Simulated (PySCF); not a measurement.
Compound: Ti(OMe)2Cl2, C₂H₆Cl₂O₂Ti (singlet state).
Cartesian coordinates in Å at the PBE0-D3(BJ)/def2-SVP level; atoms count from 1:
```
atom  x, y, z in Å
Ti1   -1.0562    0.0046   -0.8055
O2    -1.1349    0.0558    0.9243
C3    -0.8913    0.0642    2.2894
H4    -1.3403    0.9609    2.7477
H5     0.1925    0.0678    2.4944
H6    -1.3358   -0.8291    2.7584
O7     0.5987   -0.0645   -1.2996
C8     1.9764   -0.0844   -1.4447
H9     2.2906   -1.0268   -1.9226
H10    2.4740   -0.0020   -0.4639
H11    2.3005    0.7577   -2.0781
Cl12  -1.9548    1.8456   -1.6281
Cl13  -2.0888   -1.8018   -1.5496
```

Method used: PBE0-D3(BJ)/def2-SVP geometry optimisation, gas phase in PySCF 2.14.0.

Question: Which atoms are bound to Ti1, and at what distances?

Answer: 4 atoms: O7 1.728 Å, O2 1.732 Å, Cl12 2.208 Å, Cl13 2.210 Å. The nearest atom not counted as bound is C3, at 3.10 Å (others tie with it).

Question: List the angles at Ti1.

Answer: 
| angle | degrees | distance of the outer atoms (Å) |
| --- | --- | --- |
| Cl12–Ti1–Cl13 | 111.5 | 3.65 |
| O2–Ti1–Cl13 | 109.8 | 3.24 |
| O2–Ti1–O7 | 109.3 | 2.82 |
| O2–Ti1–Cl12 | 109.2 | 3.22 |
| O7–Ti1–Cl13 | 108.6 | 3.21 |
| O7–Ti1–Cl12 | 108.5 | 3.21 |

Question: What is the shape at Ti1?

Answer: Tetrahedral: angles from 108.5° to 111.5°; τ4 = (360° − α − β)/141° = 0.98 with α and β the two widest (0 for a square, 1 for a tetrahedron).

Question: What are the other bond lengths?

Answer: O2–C3, O7–C8 1.386 Å; C3–H4 and 5 like bonds 1.103 Å.

Question: Give some angles away from the centre.

Answer: Ti1–O2–C3 167.2°, Ti1–O7–C8 169.3°.

Point group: near C2v, missed by 0.14 Å at most; the miss may be what the optimiser left on a soft mode (Cs holds within 0.08 Å). Charge 0, singlet. Whether it is a minimum is left open (no frequencies).
